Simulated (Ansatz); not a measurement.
Cost and result up the ladder for Si21SbH28, a doped nanocrystal cut from the lattice of silicon (Sb on an inner site) (50 atoms). The state is a doublet with charge 0. Geometry: PBE-D4/def2-SVP.

Cartesian coordinates in Å:
```
Si 0.545 4.180 -0.716
Si -3.378 1.886 -3.839
Si 0.798 3.590 3.074
Si 3.525 2.217 0.717
Si 0.869 0.279 -1.280
Si 3.869 -1.570 0.176
Si 1.143 -0.210 2.511
Si 1.206 -3.504 -1.792
Si -1.881 1.654 1.070
Si -4.622 -0.285 -0.856
Si -1.514 -2.122 0.532
Si -1.781 -1.659 -3.291
Si 1.519 -4.002 2.004
Si 2.021 3.982 1.104
Sb -0.950 2.133 -1.308
Si -3.688 -0.287 -3.026
Si -0.367 1.558 2.866
Si 2.349 0.192 0.537
Si -0.314 -1.740 -1.453
Si 2.716 -3.616 0.012
Si -0.018 -2.251 2.345
Si -3.051 -0.378 0.896
H -0.411 5.323 -0.474
H 1.322 4.492 -1.972
H -2.050 2.173 -4.491
H -3.769 3.003 -2.905
H -0.174 4.723 3.301
H 1.737 3.528 4.254
H 4.294 2.466 -0.558
H 4.513 2.124 1.854
H 1.670 0.472 -2.549
H 4.642 -1.306 -1.093
H 4.850 -1.617 1.323
H 2.124 -0.274 3.660
H 1.958 -3.273 -3.081
H 0.448 -4.804 -1.914
H -2.876 2.763 1.328
H -5.474 0.954 -0.705
H -5.532 -1.484 -0.732
H -2.257 -3.432 0.394
H -1.010 -1.198 -4.505
H -2.255 -3.069 -3.559
H 2.476 -4.078 3.169
H 0.785 -5.318 1.909
H 2.781 5.284 1.235
H -4.745 -0.929 -3.900
H -1.163 1.285 4.124
H 3.701 -4.742 -0.208
H -0.799 -2.478 3.619
H -3.782 -0.638 2.195
```

Ansatz on 2 threads of AMD EPYC 7R13 on a shared host and a share (18 GiB) of an NVIDIA H100 80GB HBM3. Times are rough, and most runs start from the orbitals of an earlier one. r2SCAN0-D4/def2-SVP serves as the yardstick here, not as an exact answer. Differences are given only for rows in sets of like size (and for xTB, whose basis is part of the method), since another set adds its own error. Binding counts from free atoms at the same level (Si triplet, Sb quartet, H doublet; other spins of the atoms weren't run), without zero-point energy or a counterpoise term.

In the def2 sets Sb takes a core potential; there is no spin–orbit coupling. Single mean-field runs in def2-SVP, def2-mTZVP are fitted with def2-universal-jkfit.

| level | functions | wall time | binding energy per atom (eV) | difference from r2SCAN0-D4/def2-SVP (eV) |
| --- | --- | --- | --- | --- |
| PBE0-D4/def2-SVP | 544 | 5 s | 3.25 | 0.02 |
| HF/def2-SVP | 544 | 5 s | 2.34 | -0.89 |
| PBE-D4/def2-SVP (with forces) | 544 | 6.5 s | 3.26 | 0.02 |
| LDA (SPW92)/def2-SVP (with forces) | 544 | 6.5 s | 3.61 | 0.38 |
| r2SCAN-D4/def2-SVP | 544 | 7.5 s | 3.26 | 0.02 |
| r2SCAN-D4/def2-mTZVP | 582 | 12 s | 3.20 | – |
| r2SCAN0-D4/def2-SVP | 544 | 13 s | 3.23 | 0.00 |
